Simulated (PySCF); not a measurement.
Compound: H₉O₃Si₄ (doublet state).
SMILES with atom numbers: `[SiH2:1][O:2][SiH:3]([O:4][SiH3:5])[O:6][SiH3:7]` (hydrogens: H8, H9 on Si1; H10 on Si3; H11, H12, H13 on Si5; H14, H15, H16 on Si7)

Structure used (GFN2-xTB), in Å, numbered top down from 1:
```xyz
16
H9O3Si4 angstrom
Si    -0.4108    2.4417   -0.2585
O     -0.1679    1.1291   -1.1890
Si     0.0688   -0.4619   -1.0804
O      1.4470   -0.7653   -0.3013
Si     2.4920   -0.3370    0.8589
O     -1.1422   -1.1504   -0.2683
Si    -2.2263   -1.0305    0.9281
H      0.7266    2.6232    0.6400
H     -1.6999    2.3164    0.4160
H      0.1318   -1.0107   -2.4092
H      1.7722    0.0028    2.0903
H      3.2463    0.8210    0.3744
H      3.3185   -1.5309    1.0114
H     -2.6577   -2.4118    1.1188
H     -3.3088   -0.1588    0.4653
H     -1.5970   -0.4680    2.1269
```

The hyperfine couplings belong to this conformer and change with its torsions.

Method: PySCF 2.14.0, UKS B3LYP, pcH-1 on H O Si, non-relativistic, mean-field spin-orbit, GIAO. Isolated species at its GFN2-xTB geometry (one conformer only). A GFN2-xTB geometry isn't a minimum of the functional, and hyperfine couplings can be far from their values at a DFT geometry, by a factor of two or more for some ions and for spin on atoms past the first row. No stability test was run, so a lower SCF solution isn't excluded.

Question: Give the principal g shifts and their parts.

Answer: 
```json
{"Δg (ppm)": "relativistic mass correction", "1": "-147", "2": "-147", "3": "-147"}
{"Δg (ppm)": "gauge correction", "1": "58", "2": "11", "3": "86"}
{"Δg (ppm)": "orbital Zeeman/spin–orbit", "1": "-497", "2": "-81", "3": "1798"}
{"Δg (ppm)": "total", "1": "-586", "2": "-217", "3": "1736"}
```

So g = 2.00173, 2.00210, 2.00406 and g_iso = 2.00263; the tensor is rhombic: the two nearest values differ by 16 % of g3 − g1. Axes: g3 points within 7° of the Si1–O2 bond.

Question: What effective moment and Curie constant follow for a powder?

Answer: With the mean of g² = 4.0105 and S(S+1) = 0.75: μ_eff = √(⟨g²⟩S(S+1)) = 1.734 μB and χT = 0.12505·⟨g²⟩·S(S+1) = 0.376 cm³ K/mol (cgs; spin-Hamiltonian part alone).

Question: What are the electron Larmor frequencies g μB B/h along the three axes at 330 mT?

Answer: 9.2455, 9.2472, 9.2563 GHz for g1, g2 and g3, a range of 10.7 MHz.

Question: How much does each term add to the isotropic shift?

Answer: The orbital-Zeeman/spin–orbit term 407, the mass correction -147 and the gauge correction 52 ppm, for a total of 311 ppm. The orbital-Zeeman/spin–orbit term is the largest in size. The mass correction is the same along every axis, so the anisotropy comes from the other two: their spans along these axes are 75 (gauge) and 2294 ppm (orbital Zeeman/spin–orbit).

Question: In a frozen sample, at which fields do the three g values resonate at 9.5, 34, 94 and 263 GHz (hyperfine left aside), and which band first spreads them over more than twice a line width of 0.5 mT?

Answer: 
```
band    GHz  B(g3) mT  B(g2) mT  B(g1) mT  spread mT
   X    9.5    338.69    339.02    339.08       0.39
   Q   34.0   1212.15   1213.34   1213.56       1.41
   W   94.0   3351.25   3354.52   3355.14       3.89
   J  263.0   9376.36   9385.51   9387.24      10.88
```

The spread grows in proportion to the frequency. Q band is the first where it exceeds 1.0 mT.

The largest Mulliken spin population is on Si1 (+0.91). The angles at Si1 add up to 333.1°, so it is pyramidal.

The HOMO–LUMO gaps are 5.47 eV among the α and 5.79 eV among the β orbitals.
